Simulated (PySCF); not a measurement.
## Electron correlation in Sb⁺ (antimony, charge +1)

Starting occupation: [Kr] 4d10 5s2 5p2, 5p1/2 with m_j = -1/2, +1/2. Calculation: PySCF 2.14, in x2c-TZVPPall-2c with one added diffuse shell each of s, p, d, f type (9s10p6d3f, 90 functions); X2C-1e with screened-nucleus spin-orbit coupling, Gaussian nucleus. Frozen: [Kr]; 14 electrons correlated; the 14 highest virtual spinors left out.

MP2 pair energies summed by pair of shells (mhartree):

```tsv
pair	energy	share (%)
4d3/2-4d5/2	-78.87	25.5
4d5/2-4d5/2	-57.93	18.8
4d5/2-5s1/2	-34.75	11.3
4d3/2-4d3/2	-24.38	7.9
5p1/2-5s1/2	-23.28	7.5
4d3/2-5s1/2	-22.18	7.2
4d5/2-5p1/2	-20.71	6.7
5s1/2-5s1/2	-17.55	5.7
5p1/2-5p1/2	-15.20	4.9
4d3/2-5p1/2	-13.90	4.5
```

Total MP2 correlation energy: -308.74 mhartree.

The virtual space was cut to 106 spinors, which keep -308.71 of the -308.74 mhartree of MP2 correlation.

```tsv
level	correlation energy (mhartree)
CCSD	-311.11
(T)	-9.63
CCSD(T)	-320.74
```

Diagnostics: T1 = 0.0085, largest double amplitude 0.195.

A double-excitation amplitude exceeds 0.15, a sign of near-degeneracy.

Cost of the coupled-cluster step: 600 s of wall time on 4 threads of Neoverse-V1 (shared host), for 14 occupied and 106 virtual spinors.

Iterations:

```
Init t2, MP2 energy = -0.308711227019329
CCSD nocc = 14, nmo = 120
Init t2, MP2 energy = -0.308711227019329
Init E_corr(GCCSD) = -0.308711227019329
cycle = 1  E_corr(GCCSD) = -0.298300015509442  dE = 0.0104112115  norm(t1,t2) = 0.0689167
cycle = 2  E_corr(GCCSD) = -0.305486055197268  dE = -0.00718603969  norm(t1,t2) = 0.0395959
cycle = 3  E_corr(GCCSD) = -0.309552450833327  dE = -0.00406639564  norm(t1,t2) = 0.0287623
cycle = 4  E_corr(GCCSD) = -0.311477505105813  dE = -0.00192505427  norm(t1,t2) = 0.011354
cycle = 5  E_corr(GCCSD) = -0.311028379136737  dE = 0.000449125969  norm(t1,t2) = 0.00370584
cycle = 6  E_corr(GCCSD) = -0.311108995520579  dE = -8.06163838e-05  norm(t1,t2) = 0.000652982
cycle = 7  E_corr(GCCSD) = -0.311111329213655  dE = -2.33369308e-06  norm(t1,t2) = 0.000107289
cycle = 8  E_corr(GCCSD) = -0.31110872266487  dE = 2.60654878e-06  norm(t1,t2) = 2.12819e-05
cycle = 9  E_corr(GCCSD) = -0.311109129580728  dE = -4.06915858e-07  norm(t1,t2) = 5.40022e-06
cycle = 10  E_corr(GCCSD) = -0.311109119535097  dE = 1.00456309e-08  norm(t1,t2) = 1.58432e-06
cycle = 11  E_corr(GCCSD) = -0.311109133412878  dE = -1.38777806e-08  norm(t1,t2) = 1.02135e-06
cycle = 12  E_corr(GCCSD) = -0.311109127076948  dE = 6.33592917e-09  norm(t1,t2) = 9.0137e-07
GCCSD converged
E(GCCSD) = -6478.813184823495  E_corr = -0.3111091270769485
```

This basis was not built for core-valence correlation, so the inner-shell part is incomplete.
